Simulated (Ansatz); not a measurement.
sulfur difluoride cation (F₂S), SMILES FSF (connectivity only; charge and spin as stated), charge +1, multiplicity 2.

Geometry optimised at B3LYP-D3(BJ)/def2-TZVP. The multiplicity is an assumed one; other spin states were not compared.

Two levels are set side by side: PBE/def2-TZVPD (Ansatz, a first-principles code) and PBE0/def2-TZVPD (Ansatz). Energy differences of separate SCF runs at the same geometry; the states with an electron removed or added have multiplicity 1 and 1. Differences are taken from unrounded values.

| quantity | PBE0 | PBE | PBE minus PBE0 |
|---|---|---|---|
| vertical ionisation energy (eV) | 20.17 | 19.69 | -0.49 |
| vertical electron affinity (eV) | 9.65 | 9.43 | -0.22 |
